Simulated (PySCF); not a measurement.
Gas-phase reaction: SnH₃Cl + 4 SnCl₂ ⇌ 3 SnHCl + 2 SnCl₃, at 1600 K and a standard pressure of 1 bar. Level: PBE/def2-SVP.

Method: PySCF energies plus ideal-gas RRHO corrections (1 bar). Open shells (unrestricted): SnCl₃ (multiplicity 2); the rest are closed-shell singlets. Sn: scalar-relativistic def2 core potential, no spin-orbit coupling. SnH₃Cl, SnHCl, SnCl₃: computed as isolated molecules; such fragments, hydroxides, amides, oligomers or adducts are transient or little studied in the gas. The harmonic model lacks anharmonicity and excited electronic states, which grow with temperature; levels with a mode under 35 cm⁻¹ are left out. Soft modes under 120 cm⁻¹ make the harmonic entropy rough for SnCl₂, SnCl₃.

| species | E (Ha) | H(1600 K) − E (kJ/mol) | S°(1600 K) (J/mol/K) |
|---|---|---|---|
| SnH₃Cl | -675.96121 | 183.7 | 419.2 |
| SnCl₂ | -1134.14197 | 93.3 | 403.3 |
| SnHCl | -674.78785 | 95.8 | 361.4 |
| SnCl₃ | -1594.01199 | 133.4 | 492.7 |
E: electronic energy; H − E holds the zero-point and thermal terms. 1 Ha = 2625.5 kJ/mol.

Task: Work out ΔH°, ΔS°, ΔG° and log10 K from these numbers.

Result: 1. ΔE = 3×(-674.78785) + 2×(-1594.01199) − 1×(-675.96121) − 4×(-1134.14197) = 0.14156 Ha = 371.7 kJ.
2. Δ(H − E) = 3×(95.8) + 2×(133.4) − 1×(183.7) − 4×(93.3) = -2.7 kJ, so ΔH° = 369.0 kJ.
3. ΔS° = 3×(361.4) + 2×(492.7) − 1×(419.2) − 4×(403.3) = 37.2 J/K; the number of gas molecules stays the same.
4. ΔG° = ΔH° − TΔS° = 369.0 − 1600×(37.2)/1000 = 309.5 kJ.
5. log10 K = −ΔG°/(RT ln 10) = -10.10, with RT ln 10 = 30.63 kJ/mol; at standard pressures the reactants are favoured.
6. A shift of 10 kJ in ΔE would move log10 K by 0.33 here.
For scale, ΔH°(298 K) is 363 kJ at this level, 376 kJ at ωB97M-V/def2-TZVP†, and runs from 299 to 410 kJ over the 17 levels computed († marks an energy on the PBE0/def2-TZVP geometry).
